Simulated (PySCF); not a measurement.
## Exercise with solution: dipole moment from atomic charges

Si(F)(Cl)(Br)(OH) (BrClFHOSi), SMILES Cl[Si](O)(Br)F. Atoms are numbered in the order given.

```xyz
6

O     -1.6475    -1.1562    -0.4880
Si    -0.2753    -0.6024     0.2069
F     -0.3308    -0.7838     1.8072
Cl     1.2759    -1.7107    -0.5074
Br     0.0219     1.5553    -0.1775
H     -2.4447    -0.6159    -0.4184
```
Charge 0, spin multiplicity 1.

Geometry: B3LYP-D3(BJ)/def2-SVP. The structure was generated by enumeration, and PubChem lists no compound with its InChIKey, so it may never have been made. One conformer was computed; it need not be the lowest.

Charges (e) from PBE/def2-TZVP run with PySCF:

```tsv
atom	IAO	ESP fit
O1	-0.758	-0.443
Si2	1.367	0.168
F3	-0.502	-0.111
Cl4	-0.263	0.009
Br5	-0.230	-0.044
H6	0.386	0.420
```

The dipole moment of the full density is 1.70 D.

Question: What dipole moment does each set of point charges give, and which comes closer to that of the density?

Answer: 
μ = Σ q r, and 1 e Å = 4.8032 D.
IAO: Σ q r = (-0.246, 0.301, -0.242) e Å, |μ| = 2.20 D.
ESP fit: Σ q r = (-0.296, 0.155, -0.122) e Å, |μ| = 1.71 D.
ESP fit comes closer in size. Point charges leave out the atoms' own dipoles (lone pairs, polarised bonds); fits to the potential absorb them, partitions of the density don't.
